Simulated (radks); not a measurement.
The numbers below are computed, except where a source is named.
Effect of the nuclear size on the ytterbium ion Yb+, [Xe] 4f14 6s1. Level of theory: Dirac Kohn-Sham, relativistic LDA (MacDonald-Vosko exchange, VWN5 correlation), spin-unpolarised, spherical densities, finite nucleus; Fermi nuclear charge, rms radius 5.3108 fm (a radial shooting solver on a logarithmic mesh with Libxc functionals). The rms radius is varied about that value; shifts are against it.

rms radius (fm)	total energy shift (eV)	density at nucleus (e/bohr^3)	1s1/2 shift (meV)	2s1/2 shift (meV)	5s1/2 shift (meV)	5p1/2 shift (meV)	6s1/2 shift (meV)	6p1/2 (empty) shift (meV)
4.5726	-10.2	1.06e+06	-4120	-561	-4.49	0.230	-0.363	0.098
4.9284	-5.40	1.036e+06	-2190	-298	-2.38	0.122	-0.193	0.052
5.3108	0	1.012e+06	0.000	0.000	0.000	0.000	0.000	0.000
5.8313	7.79	9.837e+05	3160	430	3.44	-0.176	0.279	-0.075
6.3145	15.5	9.598e+05	6280	853	6.83	-0.349	0.553	-0.149

Slopes of the eigenvalues against <r^2> in GHz/fm^2, as finite differences over the two radii next to the reference (eigenvalue slopes, not the field-shift constants of lines): 1s1/2 133000, 2s1/2 18100, 5s1/2 145, 5p1/2 -7.41, 6s1/2 11.7, 6p1/2 (empty) -3.16.
